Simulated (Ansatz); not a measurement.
**Question.** Name a neutral molecule of B, F, Se and H with LUMO energy (ωB97M-V/def2-TZVPP) between 1.45 and 1.75 eV and HOMO–LUMO gap (B3LYP/def2-TZVPP) between 7.00 and 7.30 eV (Ansatz, PBE0-D4/def2-TZVP geometry).

**Answer.** `FB(F)[SeH]` (1.68 eV, 7.22 eV). Other molecules can fit too; these were computed, each in one conformer that needn't be the lowest.

B3LYP here is the variant with VWN-RPA as its local correlation; programs differ in this.
